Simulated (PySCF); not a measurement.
Radial density of Gd+ (gadolinium, charge +1)

PBEsol, [Xe] 4f6 5d2 6s1, one real determinant (an excited configuration). Computed with PySCF 2.14 in cc-pVTZ-X2C (10s9p7d5f3g1h, 145 functions), with scalar relativity by spin-free X2C-1e.

| r (bohr) | 4πr²ρ (e/bohr) | 4πr²(ρα − ρβ) |
| --- | --- | --- |
| 0.0167 | 85.70 | 0.0032 |
| 0.0280 | 74.72 | 0.0026 |
| 0.0471 | 96.49 | 0.0161 |
| 0.0793 | 108.9 | 0.0487 |
| 0.133 | 85.73 | 0.2533 |
| 0.224 | 91.46 | 1.4837 |
| 0.377 | 41.35 | 5.7162 |
| 0.635 | 41.88 | 7.4672 |
| 1.07 | 13.62 | 3.6993 |
| 1.80 | 5.743 | 1.4793 |
| 3.02 | 1.102 | 0.8743 |
| 5.08 | 0.1554 | 0.1547 |
| 8.54 | 0.001261 | 0.0013 |
| 14.4 | 1.122e-05 | 0.0000 |

Densities and radii are taken from the X2C orbitals without a picture-change correction, which distorts them close to the nucleus.

⟨L²⟩ = 24.03 against 42 for a pure I term, so this real determinant mixes terms. Spin-orbit coupling, absent here, splits the open shell strongly.
